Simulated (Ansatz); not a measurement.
Species: WH, net charge 0, sextet state. The spin state was set by rule; other spins were not relaxed. 
Geometry from a B3LYP-D3(BJ)/def2-TZVP (Ansatz, a first-principles code) optimisation:
```
W
H 1 1.7207
```
Charge 0, spin multiplicity 6.

Dipole moments at this geometry, in debye (magnitudes).

| level | program | dipole (D) |
|---|---|---|
| PBE/def2-TZVPD | Ansatz | 1.86 |
| BLYP/def2-TZVPD | Ansatz | … |
| wB97M-V/def2-TZVPD | Ansatz | 2.22 |
| wB97X-V/def2-TZVPD | Ansatz | 2.20 |
| CCSD(T)/def2-SVPD | Ansatz | … |

### Question
Some entries are withheld; supply them.

### Answer

- BLYP/def2-TZVPD, dipole (D): 1.82
- CCSD(T)/def2-SVPD, dipole (D): 2.30
